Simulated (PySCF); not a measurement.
Isomers of C6H13S (doublet state), one GFN2-xTB conformer each. Single-point energies are computed at B3LYP/pcH-1 (PySCF, gas phase, no added dispersion term), electronic only. GFN2-xTB treats the open shell by occupation alone, and not every SCF solution was tested for stability.

```csv
SMILES,GFN2-xTB relative energy (kcal/mol)
C[CH]S[C@H](C)CC,0.0
[CH2]CS[C@H](C)CC,10.6
```

Conformers: `[CH3:1][CH:2][S:3][C@H:4]([CH3:5])[CH2:6][CH3:7]` (doublet state) with C1–C2–S3–C4 165°, C2–S3–C4–C5 -70°, S3–C4–C6–C7 -65°; `[CH2:1][CH2:2][S:3][C@H:4]([CH3:5])[CH2:6][CH3:7]` (doublet state) with H–C1–C2–S3 80° and -86°, C1–C2–S3–C4 94°, C2–S3–C4–C5 68°, S3–C4–C6–C7 -59°.

Problem. What does B3LYP/pcH-1 give for the same structures?

Solution. 
```json
{"SMILES": "C[CH]S[C@H](C)CC", "B3LYP/pcH-1 E (Eh)": "-634.64430", "B3LYP/pcH-1 (kcal/mol)": "0.0", "GFN2-xTB (kcal/mol)": "0.0", "point group": "C1"}
{"SMILES": "[CH2]CS[C@H](C)CC", "B3LYP/pcH-1 E (Eh)": "-634.62843", "B3LYP/pcH-1 (kcal/mol)": "10.0", "GFN2-xTB (kcal/mol)": "10.6", "point group": "C1"}
```

Both levels put the same isomer lowest. 

Problem. As an exercise, what shares would exp(−E/RT) give at 1000 K from these electronic energies alone (no entropy, no degeneracies)?

Solution. RT = 1.987 kcal/mol: C[CH]S[C@H](C)CC 99.3 %, [CH2]CS[C@H](C)CC 0.7 %.
